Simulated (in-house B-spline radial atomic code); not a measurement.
Results of a calculation; reference values are marked as such.
**Building a PAW p channel for Se, r_c = 1.76 bohr**

Se, [Ar] 3d10 4s2 4p4, non-relativistic PBE, spherical and spin-unpolarised, from an all-electron radial atomic-structure program (B-spline basis) (atomic units; all potentials screened as in the neutral atom).

Two all-electron partial waves φ1, φ2 are integrated outwards at E1 = ε(4p) = -0.240624 and E2 = E1 + 2 hartree; φ1 is the bound orbital and φ2 has unit norm inside r_c = 1.7631 bohr. Smooth partners are polynomials, r^2(a0 + a1 r² + a2 r⁴ + a3 r⁶), matched to φ and three derivatives at r_c, with no condition on the norm. The local potential is -7.62814 + (5.81389) r² + (-1.93667) r⁴ + (0.241742) r⁶ inside 1.4435 bohr and the all-electron one outside.

| wave | φ(r_c) | φ'(r_c) | a0 | a1 | a2 | a3 |
| --- | --- | --- | --- | --- | --- | --- |
| 1 | 0.7100665 | 0.04108953 | 0.5710966 | -0.1540553 | 0.01516371 | -0.0003433116 |
| 2 | 0.256208 | -2.830949 | 2.279626 | -1.254188 | 0.2163974 | -0.01296881 |

Inside r_c the overlaps are <φi φj> = [[0.31223, 0.50517], [0.50517, 1.00000]] and, for the smooth waves, [[0.33315, 0.58391], [0.58391, 1.27439]]. With χj = (Ej − T − V_local) applied to smooth wave j, the program's quadrature gives the matrix B_ij = <smooth i, χj> as [[0.27109, 0.89837], [0.74090, 2.55597]].

(1) Check the match of the first wave, and find the augmentation charges q_ij.

(2) B isn't symmetric. Show that D_ij = B_ij + Ej q_ij is.

Solving (T + V_local + Σ p D p) ψ = E (1 + Σ p q p) ψ in a sphere of 9 bohr, whose wall lifts the free-atom level a little, gives these levels:

```
all-electron  one projector  two projectors
   -0.240555      -0.240555       -0.240555
    0.091178       0.090958        0.091172
    0.406577       0.404907        0.406550
    0.875461       0.867775        0.875413
    1.490510       1.463730        1.490500
```

(3) What does the second projector gain?

Answers

(1) At r_c the four terms are 1.77527, -1.48862, 0.45548, -0.03206, which sum to 0.7101, φ1(r_c) to rounding. q_ij is the all-electron overlap less the smooth one: [[-0.02092, -0.07873], [-0.07873, -0.27439]]. The smooth first wave has a norm of 0.3332 inside r_c against 0.3122, so q11 is negative and must stay small enough for the overlap operator to be positive.

(2) Integrating by parts gives B12 − B21 = (E1 − E2) q12: 0.89837 − (0.74090) = 0.15747, and −2 × (-0.07873) = 0.15747. So D12 = 0.89837 + (1.759376)(-0.07873) = 0.75985 and D21 = 0.74090 + (-0.240624)(-0.07873) = 0.75985; D11 = 0.27612, D22 = 2.07321. The projectors, p = (B⁻¹)ᵀ χ, are dual to the smooth waves; det B = 0.027.

(3) With one projector the errors are 0.00, -0.22, -1.67, -7.69, -26.78 millihartree. With two the errors are 0.00, -0.01, -0.03, -0.05, -0.01 millihartree. The scattering is exact at E1 and at E2 = 1.759, and over all levels compared the largest error is 0.048 millihartree. The lowest eigenvalue of the overlap operator is 0.8397 with one and 0.4754 with two projectors. The smooth orbital alone needs a cutoff of 4.38 hartree for 1 millihartree of kinetic energy, against 10.6 for a norm-conserving Troullier-Martins orbital of the same radius; part of the gain comes from giving up the norm, part from the simpler form.
